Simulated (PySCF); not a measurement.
Bonding in `C[C@H](F)C(F)(F)C(=O)Cl`

Compound: C4H4ClF3O.
SMILES with atom numbers: `[CH3:1][C@H:2]([F:3])[C:4]([F:5])([F:6])[C:7](=[O:8])[Cl:9]` (hydrogens: H10, H11, H12 on C1; H13 on C2)

Cartesian coordinates in Å at the PBE0-D3(BJ)/def2-SVP level; atoms count from 1:
```
atom  x, y, z in Å
C1    -1.7200   -0.3781    0.4261
C2    -0.3549    0.2495    0.5204
F3    -0.4414    1.6135    0.3782
C4     0.5871   -0.2365   -0.5750
F5     0.7903   -1.5646   -0.4280
F6     0.0540   -0.0288   -1.7840
C7     1.9720    0.4397   -0.4503
O8     2.5124    0.5780    0.5922
Cl9    2.6817    0.9168   -1.9781
H10   -1.6462   -1.4691    0.5310
H11   -2.1792   -0.1409   -0.5433
H12   -2.3590    0.0124    1.2295
H13    0.1329    0.0306    1.4845
```

Bond orders from the PBE0/pcSseg-1 density (PySCF). The structure is a single PBE0-D3(BJ)/def2-SVP conformer in the gas phase; no vibrational or solvent corrections.

Q: How far do the computed orders between heavy atoms stray from the drawn ones?

A: The largest departure is 0.186, at C4–C7 (drawn single, 0.814). Drawn single, order below 0.88: C4–C7 (0.814).

Q: Set the Mayer orders of the bonds between heavy atoms beside their lengths.

A: 
```json
{"bond": "C1–C2", "drawn as": "single", "length (Å)": "1.505", "Mayer order": "1.051"}
{"bond": "C2–F3", "drawn as": "single", "length (Å)": "1.374", "Mayer order": "0.886"}
{"bond": "C2–C4", "drawn as": "single", "length (Å)": "1.524", "Mayer order": "0.930"}
{"bond": "C4–F5", "drawn as": "single", "length (Å)": "1.352", "Mayer order": "0.933"}
{"bond": "C4–F6", "drawn as": "single", "length (Å)": "1.338", "Mayer order": "0.979"}
{"bond": "C4–C7", "drawn as": "single", "length (Å)": "1.546", "Mayer order": "0.814"}
{"bond": "C7–O8", "drawn as": "double", "length (Å)": "1.182", "Mayer order": "2.073"}
{"bond": "C7–Cl9", "drawn as": "single", "length (Å)": "1.751", "Mayer order": "1.026"}
```

Bonds between the same two heavy elements. C–C: lowest C4–C7 (0.814, 1.546 Å), highest C1–C2 (1.051, 1.505 Å). C–F: lowest C2–F3 (0.886, 1.374 Å), highest C4–F6 (0.979, 1.338 Å).

Q: And the bonds to hydrogen?

A: C–H: 0.92 to 0.95 (4 bonds).

Q: Sum the orders of all bonds at each heavy atom with more than one neighbour and set the sums beside the valence in the SMILES.

A: C1 3.900 (drawn 4), C2 3.791 (drawn 4), C4 3.656 (drawn 4), C7 3.913 (drawn 4). Orders between atoms that aren't bonded are not in these sums.

Mayer orders depend on the basis set.
